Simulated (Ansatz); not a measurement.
C₉H₁₄BF₄N⁻, that is N-butylpyridinium tetrafluoroborate with one electron more. Charge -1, multiplicity 2. Geometry r2SCAN-D4/def2-SVP, that of the neutral singlet.

```xyz
29

C     0.325   -1.930   -3.866
C     0.048   -1.984   -2.369
C     0.187   -0.623   -1.691
C    -0.097   -0.716   -0.198
N     0.050    0.595    0.470
C     1.236    0.936    1.012
C     1.407    2.168    1.620
C     0.325    3.045    1.694
C    -0.904    2.657    1.161
C    -1.018    1.413    0.564
H    -0.373   -1.248   -4.378
H     0.220   -2.923   -4.329
H     1.348   -1.573   -4.071
H    -0.969   -2.376   -2.187
H     0.736   -2.700   -1.884
H    -0.506    0.101   -2.159
H     1.207   -0.226   -1.852
H    -1.114   -1.062    0.030
H     0.578   -1.405    0.327
H     2.023    0.184    0.957
H     2.374    2.413    2.062
H     0.431    4.013    2.191
H    -1.787    3.294    1.235
H    -1.956    1.025    0.167
F    -1.142   -1.315    4.253
B    -0.761   -0.625    3.131
F    -0.501    0.731    3.406
F     0.421   -1.189    2.566
F    -1.784   -0.679    2.135
```

At PBE-D4/def2-SVP, PBE0-D4/def2-SVP the highest occupied level of the charge -1 doublet lies above zero (up to 2.01 eV). By energy differences its removal costs 0.75 eV (vertical, to the charge 0 singlet, at PBE-D4/def2-SVP); self-interaction error and the lack of diffuse functions both raise the level.

(1) Estimate the α-spin orbital energies around the gap (eV) in Ansatz with PBE-D4/def2-SVP, PBE0-D4/def2-SVP.

Results:

(1) 
```json
{"orbital": "HOMO−5", "PBE-D4/def2-SVP": "-2.95", "PBE0-D4/def2-SVP": "-4.77"}
{"orbital": "HOMO−4", "PBE-D4/def2-SVP": "-2.59", "PBE0-D4/def2-SVP": "-4.71"}
{"orbital": "HOMO−3", "PBE-D4/def2-SVP": "-2.31", "PBE0-D4/def2-SVP": "-4.52"}
{"orbital": "HOMO−2", "PBE-D4/def2-SVP": "-2.30", "PBE0-D4/def2-SVP": "-4.22"}
{"orbital": "HOMO−1", "PBE-D4/def2-SVP": "-2.13", "PBE0-D4/def2-SVP": "-3.47"}
{"orbital": "HOMO", "PBE-D4/def2-SVP": "2.01", "PBE0-D4/def2-SVP": "0.98"}
{"orbital": "LUMO", "PBE-D4/def2-SVP": "2.96", "PBE0-D4/def2-SVP": "3.91"}
{"orbital": "LUMO+1", "PBE-D4/def2-SVP": "3.32", "PBE0-D4/def2-SVP": "4.15"}
{"orbital": "LUMO+2", "PBE-D4/def2-SVP": "4.32", "PBE0-D4/def2-SVP": "5.22"}
{"orbital": "LUMO+3", "PBE-D4/def2-SVP": "4.40", "PBE0-D4/def2-SVP": "5.27"}
{"orbital": "LUMO+4", "PBE-D4/def2-SVP": "4.49", "PBE0-D4/def2-SVP": "5.38"}
{"orbital": "LUMO+5", "PBE-D4/def2-SVP": "4.69", "PBE0-D4/def2-SVP": "5.58"}
{"orbital": "β HOMO", "PBE-D4/def2-SVP": "-1.88", "PBE0-D4/def2-SVP": "-2.97"}
{"orbital": "β LUMO", "PBE-D4/def2-SVP": "2.80", "PBE0-D4/def2-SVP": "3.81"}
```
